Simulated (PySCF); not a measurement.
**Stationary points of YSBr**

All numbers come from PySCF, PBE0, basis Y def2-TZVP with ECP28, S def2-TZVP, Br def2-TZVP (scalar-relativistic core potentials, no spin–orbit coupling, density fitting).

Relaxations began from a few typed shapes. The search is not exhaustive: other isomers or separated fragments can lie lower, and high-lying points may rest on an excited occupation.

Q: Which is the lowest minimum found?
A. singlet C∞v: Y–Br 2.706 Å, Y–S 2.308 Å; Br–Y–S 180.0°
B. singlet Cs: Y–Br 2.619 Å, Y–S 2.283 Å; Br–Y–S 119.1°

A: B. The others lie at 30.3 (singlet C∞v, a saddle point) kJ/mol above it.

Formally Y is in oxidation state +3, d0. The polar-tensor charge on Y, 1.57, is far below the formal one.
